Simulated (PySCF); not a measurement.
# Electron correlation in Nd³⁺ (neodymium, charge +3)

Starting occupation: [Xe] 4f3, 4f5/2 with m_j = +1/2, +3/2, +5/2. Calculation: PySCF 2.14, in x2c-QZVPPall-2c (16s16p12d6f4g1h, 213 functions); X2C-1e with screened-nucleus spin-orbit coupling, Gaussian nucleus. Frozen: [Ar] 3d10; 29 electrons correlated; the 34 highest virtual spinors left out.

MP2 pair energies summed by pair of shells (mhartree):

```json
{"pair": "4d-4d", "energy": "-286.72", "share (%)": "22.9"}
{"pair": "4d-4f", "energy": "-167.97", "share (%)": "13.4"}
{"pair": "4d-5p", "energy": "-156.84", "share (%)": "12.5"}
{"pair": "5p-5p", "energy": "-137.42", "share (%)": "11.0"}
{"pair": "4d-4p", "energy": "-132.20", "share (%)": "10.5"}
{"pair": "4f-5p", "energy": "-82.43", "share (%)": "6.6"}
{"pair": "5p-5s", "energy": "-43.27", "share (%)": "3.5"}
{"pair": "4d-5s", "energy": "-42.81", "share (%)": "3.4"}
{"pair": "4p-4p", "energy": "-35.46", "share (%)": "2.8"}
{"pair": "4f-4p", "energy": "-31.39", "share (%)": "2.5"}
{"pair": "4d-4s", "energy": "-29.98", "share (%)": "2.4"}
{"pair": "4p-5p", "energy": "-21.16", "share (%)": "1.7"}
{"pair": "4f-5s", "energy": "-18.55", "share (%)": "1.5"}
{"pair": "4p-4s", "energy": "-17.69", "share (%)": "1.4"}
{"pair": "4f-4f", "energy": "-15.66", "share (%)": "1.2"}
{"pair": "4p-5s", "energy": "-10.80", "share (%)": "0.9"}
{"pair": "5s-5s", "energy": "-7.54", "share (%)": "0.6"}
{"pair": "4f-4s", "energy": "-7.11", "share (%)": "0.6"}
{"pair": "4s-5p", "energy": "-3.82", "share (%)": "0.3"}
{"pair": "4s-4s", "energy": "-3.20", "share (%)": "0.3"}
{"pair": "4s-5s", "energy": "-1.57", "share (%)": "0.1"}
```

Total MP2 correlation energy: -1253.6 mhartree.

The GHF reference relaxed away from the jj start to a determinant that is no pure jj level (⟨S²⟩ = 3.72, ⟨J²⟩ = 26.78); the energies belong to that determinant.

This basis was not built for core-valence correlation, so the inner-shell part is incomplete.
